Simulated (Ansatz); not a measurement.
Species: SiF₃, charge -1, multiplicity 1. 
Coordinates optimised at B3LYP-D3(BJ)/def2-TZVP (Ansatz, a quantum-chemistry and plane-wave program):
```
Si
F 1 1.6830
F 1 1.6830 2 96.51
F 1 1.6830 2 96.51 3 -97.35
```
Charge -1, spin multiplicity 1.

Problem. Give the harmonic wavenumbers at B3LYP-D3(BJ)/def2-TZVP (Ansatz, finite differences of forces, unscaled).

Solution. 274, 274, 396, 673, 673, 717 cm⁻¹. Zero-point energy 4.3 kcal/mol.

Problem. From these and the geometry, give the ideal-gas thermochemistry at 298.15 K and 1 atm (rigid rotor, harmonic oscillator).

Solution. Point group C3v, rotational symmetry number 3. Rotational constants 6.862, 6.862, 4.217 GHz. S(trans) 39.24, S(rot) 22.71, S(vib) 5.08, S(elec, spin only) 0.00, S 67.0 cal/(mol K). H(298) - H(0) 3.36 kcal/mol; G - E(el) -12.3 kcal/mol.
